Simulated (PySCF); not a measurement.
Al(H)(NHMe)(OH) (CH₆AlNO), SMILES [AlH]([OH])[NH]C.

Coordinates come from a PBE0-D3(BJ)/def2-SVP optimisation. Other conformers were not sampled.

Level of theory: PySCF with IEF-PCM-PBE0/def2-SVP.

The values are the electrostatic part of the solvation free energy, E(continuum) − E(gas) at the gas-phase geometry, in a cavity of scaled van der Waals radii (PySCF's table); cavitation and dispersion terms are not included. A continuum can't describe solvent molecules that bind to the metal. In vacuum the orbital gap is 6.89 eV. The dipole moment in vacuum is 0.42 D.

Computed values in water (ε = 78.36), diethylether (ε = 4.24), benzene (ε = 2.27):
| solvent | ε | ΔG(elec) (kcal/mol) | dipole (D) | gap (eV) |
|---|---|---|---|---|
| water | 78.36 | -5.6 | 0.57 | 7.04 |
| diethylether | 4.24 | -3.8 | 0.51 | 6.98 |
| benzene | 2.27 | -2.5 | 0.47 | 6.95 |
